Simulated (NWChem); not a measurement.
System: CH₆FNSi; SMILES N[SiH2]CF

Parts of the log:

```
             Northwest Computational Chemistry Package (NWChem) 7.3.0
             --------------------------------------------------------

 CS  symmetry detected

                             Geometry "geometry" -> ""
                             -------------------------

 Output coordinates in angstroms (scale by  1.889725989 to convert to a.u.)

  No.       Tag          Charge          X              Y              Z
 ---- ---------------- ---------- -------------- -------------- --------------
    1 N                    7.0000     0.32209124    -2.06613183     0.00000000
    2 Si                  14.0000    -0.46713560    -0.52263479     0.00000000
    3 C                    6.0000     0.67694363     1.01023493     0.00000000
    4 F                    9.0000    -0.14894123     2.14820370     0.00000000
    5 H                    1.0000     0.76131780    -2.43014272    -0.83582600
    6 H                    1.0000     0.76131780    -2.43014272     0.83582600
    7 H                    1.0000    -1.30557407    -0.43417760     1.22330700
    8 H                    1.0000    -1.30557407    -0.43417760    -1.22330700
    9 H                    1.0000     1.32629076     1.05660374    -0.88550100
   10 H                    1.0000     1.32629076     1.05660374     0.88550100

 Effective nuclear repulsion energy (a.u.)     169.9213217677

      Symmetry information
      --------------------

 Group name             Cs
 Group number              2
 Group order               2
 No. of unique centers     7

                                 NWChem DFT Module
                                 -----------------

 Summary of "ao basis" -> "ao basis" (spherical)
 ------------------------------------------------------------------------------
       Tag                 Description            Shells   Functions and Types
 ---------------- ------------------------------  ------  ---------------------
 N                         def2-tzvp                11       31   5s3p2d1f
 Si                        def2-tzvp                13       37   5s5p2d1f
 C                         def2-tzvp                11       31   5s3p2d1f
 F                         def2-tzvp                11       31   5s3p2d1f
 H                         def2-tzvp                 4        6   3s1p

      Symmetry analysis of basis
      --------------------------

        a'        106
        a"         60

            General Information
            -------------------
          SCF calculation type: DFT
          Wavefunction type:  closed shell.
          No. of atoms     :    10
          No. of electrons :    42
           Alpha electrons :    21
            Beta electrons :    21
          Charge           :     0
          Spin multiplicity:     1
          Use of symmetry is: on ; symmetry adaption is: on
          Maximum number of iterations: 150
          AO basis - number of functions:   166
                     number of shells:    70
          Convergence on energy requested:  1.00D-06
          Convergence on density requested:  1.00D-05
          Convergence on gradient requested:  5.00D-04

              XC Information
              --------------
                         B3LYP Method XC Potential
                     Hartree-Fock (Exact) Exchange  0.200
                        Slater Exchange Functional  0.800 local
                    Becke 1988 Exchange Functional  0.720 non-local
              Lee-Yang-Parr Correlation Functional  0.810
                  VWN I RPA Correlation Functional  0.190 local

             Grid Information
             ----------------
          Grid used for XC integration:  medium
          Radial quadrature: Mura-Knowles
          Angular quadrature: Lebedev.
          Tag              B.-S. Rad. Rad. Pts. Rad. Cut. Ang. Pts.
          ---              ---------- --------- --------- ---------
          N                   0.65       49          10.0       434
          Si                  1.10       88           9.0       590
          C                   0.70       49          11.0       434
          F                   0.50       49          12.0       434
          H                   0.35       45          11.0       434
          Grid pruning is: on
          Number of quadrature shells:   370
          Spatial weights used:  Erf1

      Superposition of Atomic Density Guess
      -------------------------------------

 Sum of atomic energies:        -483.23522409

      Non-variational initial energy
      ------------------------------

 Total energy =    -484.802476
 1-e energy   =   -1004.426005
 2-e energy   =     349.702207
 HOMO         =      -0.312877
 LUMO         =       0.012634

      Symmetry analysis of molecular orbitals - initial
      -------------------------------------------------

  Numbering of irreducible representations:

     1 a'          2 a"

  Orbital symmetries:

     1 a'          2 a'          3 a'          4 a'          5 a'
     6 a'          7 a"          8 a'          9 a'         10 a'
    11 a'         12 a'         13 a'         14 a"         15 a"
    16 a'         17 a'         18 a"         19 a'         20 a"
    21 a'         22 a'         23 a'         24 a'         25 a'
    26 a"         27 a"         28 a'         29 a'         30 a"
    31 a'

     ---------------------------------------------
      Total Density - Mulliken Population Analysis
     ---------------------------------------------

    Atom       Charge   Shell Charges
 -----------   ------   -------------------------------------------------------
    1 N    7     7.95   0.82  1.16  0.57  0.81  0.17  1.64  1.93  0.84  0.00  0.01  0.00
    2 Si  14    13.40   2.00  0.59  1.39  0.85  0.43  4.11  1.73  0.52  1.13  0.36  0.13  0.12  0.03
    3 C    6     6.08   0.86  1.12  0.54  0.69  0.11  1.07  1.28  0.32  0.02  0.07  0.01
    4 F    9     9.39   0.77  1.20  0.61  1.00  0.32  2.33  2.31  0.84  0.00  0.01  0.00
    5 H    1     0.67   0.22  0.34  0.08  0.04
    6 H    1     0.67   0.22  0.34  0.08  0.04
    7 H    1     1.05   0.23  0.55  0.27  0.01
    8 H    1     1.05   0.23  0.55  0.27  0.01
    9 H    1     0.87   0.25  0.45  0.15  0.02
   10 H    1     0.87   0.25  0.45  0.15  0.02

   convergence    iter        energy       DeltaE   RMS-Dens  Diis-err
 ---------------- ----- ----------------- --------- --------- ---------
 d= 0,ls=0.0,diis     1   -485.8617584657 -6.56D+02  5.06D-03  1.01D+00
 d= 0,ls=0.0,diis     2   -485.8436482086  1.81D-02  3.09D-03  1.06D+00
 d= 0,ls=0.0,diis     3   -485.9281954656 -8.45D-02  7.24D-04  1.37D-01
 d= 0,ls=0.0,diis     4   -485.9388288128 -1.06D-02  1.76D-04  1.97D-03
 d= 0,ls=0.0,diis     5   -485.9389636685 -1.35D-04  7.36D-05  5.05D-04
  Resetting Diis
 d= 0,ls=0.0,diis     6   -485.9390103309 -4.67D-05  1.62D-05  1.45D-05
 d= 0,ls=0.0,diis     7   -485.9390116208 -1.29D-06  1.03D-05  1.90D-06
 d= 0,ls=0.0,diis     8   -485.9390114930  1.28D-07  5.66D-06  3.11D-06

         Total DFT energy =     -485.939011492975
      One electron energy =    -1008.441801860895
           Coulomb energy =      398.634174387226
    Exchange-Corr. energy =      -46.052705787048
 Nuclear repulsion energy =      169.921321767741

 Numeric. integr. density =       41.999992280703

                  Occupations of the irreducible representations
                  ----------------------------------------------

                     irrep           alpha         beta
                     --------     --------     --------
                     a'               16.0         16.0
                     a"                5.0          5.0

                       DFT Final Molecular Orbital Analysis
                       ------------------------------------

 Vector   19  Occ=2.000000D+00  E=-3.354625D-01  Symmetry=a"
              MO Center= -4.9D-01,  1.6D-01,  1.7D-14, r^2= 3.6D+00
   Bfn.  Coefficient  Atom+Function         Bfn.  Coefficient  Atom+Function
  ----- ------------  ---------------      ----- ------------  ---------------
    48      0.218736   2 Si pz              107      0.191935   4 F  pz
   144      0.186284   7 H  s               150     -0.186284   8 H  s
    76     -0.153931   3 C  pz              110      0.151769   4 F  pz
   145      0.131172   7 H  s               151     -0.131172   8 H  s
   156      0.126909   9 H  s               162     -0.126909  10 H  s

 Vector   20  Occ=2.000000D+00  E=-3.230010D-01  Symmetry=a'
              MO Center=  1.6D-01,  2.1D-02,  2.6D-15, r^2= 3.8D+00
   Bfn.  Coefficient  Atom+Function         Bfn.  Coefficient  Atom+Function
  ----- ------------  ---------------      ----- ------------  ---------------
   105      0.208675   4 F  px               46      0.187833   2 Si px
     6      0.186180   1 N  px              108      0.163593   4 F  px
     9      0.159422   1 N  px               74     -0.159771   3 C  px
   106      0.153075   4 F  py               12      0.141320   1 N  px
    75     -0.133646   3 C  py              111      0.133365   4 F  px

 Vector   21  Occ=2.000000D+00  E=-2.640076D-01  Symmetry=a'
              MO Center=  2.0D-01, -1.1D+00,  3.5D-15, r^2= 3.3D+00
   Bfn.  Coefficient  Atom+Function         Bfn.  Coefficient  Atom+Function
  ----- ------------  ---------------      ----- ------------  ---------------
     6      0.275580   1 N  px                9      0.236349   1 N  px
    12      0.222685   1 N  px                7      0.215632   1 N  py
    13      0.209039   1 N  py               73     -0.198289   3 C  s
    10      0.181628   1 N  py               75      0.141535   3 C  py
    74      0.125922   3 C  px               77      0.121945   3 C  px

 Vector   22  Occ=0.000000D+00  E=-4.472729D-03  Symmetry=a'
              MO Center=  2.8D-01, -1.1D+00, -2.2D-15, r^2= 6.2D+00
   Bfn.  Coefficient  Atom+Function         Bfn.  Coefficient  Atom+Function
  ----- ------------  ---------------      ----- ------------  ---------------
     5      1.536873   1 N  s                50      0.717996   2 Si py
   133     -0.624655   5 H  s               139     -0.624655   6 H  s
    49     -0.488301   2 Si px              145     -0.289990   7 H  s
   151     -0.289990   8 H  s                81      0.265523   3 C  py
   157     -0.253620   9 H  s               163     -0.253620  10 H  s

 Vector   23  Occ=0.000000D+00  E= 3.204135D-02  Symmetry=a'
              MO Center=  2.1D-01,  2.9D-01,  2.4D-14, r^2= 6.8D+00
   Bfn.  Coefficient  Atom+Function         Bfn.  Coefficient  Atom+Function
  ----- ------------  ---------------      ----- ------------  ---------------
    73      3.101972   3 C  s               157     -1.217689   9 H  s
   163     -1.217689  10 H  s                49     -1.102073   2 Si px
    36     -0.977126   2 Si s                50     -0.868435   2 Si py
    81     -0.827451   3 C  py               80      0.431473   3 C  px
     5      0.342899   1 N  s                12      0.281095   1 N  px

 Vector   24  Occ=0.000000D+00  E= 6.528978D-02  Symmetry=a'
              MO Center=  2.9D-01, -1.2D+00,  2.7D-13, r^2= 7.1D+00
   Bfn.  Coefficient  Atom+Function         Bfn.  Coefficient  Atom+Function
  ----- ------------  ---------------      ----- ------------  ---------------
     5      1.249913   1 N  s               133     -1.103892   5 H  s
   139     -1.103892   6 H  s                49      0.920308   2 Si px
    73     -0.827819   3 C  s               145      0.786438   7 H  s
   151      0.786438   8 H  s                36     -0.595028   2 Si s
   104      0.336516   4 F  s                13     -0.316312   1 N  py

     ---------------------------------------------
      Total Density - Mulliken Population Analysis
     ---------------------------------------------

    Atom       Charge   Shell Charges
 -----------   ------   -------------------------------------------------------
    1 N    7     7.63   0.82  1.16  0.54  0.77  0.20  1.59  1.64  0.90  0.00  0.01  0.00
    2 Si  14    13.59   2.00  0.57  1.39  0.88  0.37  4.13  1.68  0.63  1.21  0.32  0.18  0.16  0.05
    3 C    6     6.05   0.85  1.12  0.53  0.64  0.08  1.27  1.18  0.27  0.02  0.07  0.01
    4 F    9     9.26   0.77  1.20  0.62  0.96  0.38  2.28  2.09  0.94  0.00  0.01  0.00
    5 H    1     0.77   0.27  0.40  0.06  0.04
    6 H    1     0.77   0.27  0.40  0.06  0.04
    7 H    1     1.05   0.25  0.54  0.25  0.01
    8 H    1     1.05   0.25  0.54  0.25  0.01
    9 H    1     0.91   0.28  0.49  0.12  0.02
   10 H    1     0.91   0.28  0.49  0.12  0.02

     -------------------------------------------
      Total Density - Lowdin Population Analysis
     -------------------------------------------

    Atom       Charge   Shell Charges
 -----------   ------   -------------------------------------------------------
    1 N    7     7.28   0.89  1.07  0.44  0.46  0.24  1.42  1.68  1.01  0.00  0.07  0.00
    2 Si  14    13.78   2.00  0.83  1.09  0.50  0.29  3.85  1.87  0.70  1.14  0.56  0.19  0.58  0.17
    3 C    6     6.44   0.91  1.04  0.39  0.37  0.20  1.11  1.34  0.60  0.03  0.40  0.07
    4 F    9     8.96   0.86  1.10  0.60  0.70  0.38  2.14  2.12  1.02  0.00  0.03  0.00
    5 H    1     0.85   0.25  0.35  0.13  0.11
    6 H    1     0.85   0.25  0.35  0.13  0.11
    7 H    1     1.04   0.25  0.47  0.29  0.02
    8 H    1     1.04   0.25  0.47  0.29  0.02
    9 H    1     0.89   0.26  0.40  0.17  0.06
   10 H    1     0.89   0.26  0.40  0.17  0.06

     Multipole analysis of the density
     ---------------------------------

     L   x y z        total         alpha         beta         nuclear
     -   - - -        -----         -----         ----         -------
     0   0 0 0     -0.000000    -21.000000    -21.000000     42.000000

     1   1 0 0      0.860879      0.430439      0.430439      0.000000
     1   0 1 0     -0.802615     -0.401308     -0.401308      0.000000
     1   0 0 1      0.000000      0.000000      0.000000      0.000000

     2   2 0 0    -23.754246    -38.332884    -38.332884     52.911522
     2   1 1 0     -1.464965     -1.124287     -1.124287      0.783610
     2   1 0 1      0.000000      0.000000      0.000000      0.000000
     2   0 2 0    -26.646618   -184.348463   -184.348463    342.050308
     2   0 1 1      0.000000      0.000000      0.000000      0.000000
     2   0 0 2    -22.765642    -22.021725    -22.021725     21.277809
```

Level: B3LYP/def2-TZVP. All runs use the structure optimised with B3LYP/6-31G* (spherical d).

Task: Reconstruct the input file.

Result: One answer among several that fit: the input that was run:
```
start job
memory heap 200 mb stack 900 mb global 1100 mb
geometry units angstroms noautoz
  N      0.399674    -2.056832     0.000000
  Si    -0.444258    -0.542553     0.000000
  C      0.644259     1.030259     0.000000
  F     -0.221802     2.137958     0.000000
  H      0.851640    -2.404899    -0.835826
  H      0.851640    -2.404899     0.835826
  H     -1.285324    -0.484143     1.223307
  H     -1.285324    -0.484143    -1.223307
  H      1.291532     1.099825    -0.885501
  H      1.291532     1.099825     0.885501
end
basis spherical
  * library def2-tzvp
end
dft
  xc b3lyp
  iterations 150
  mulliken
end
task dft energy
```
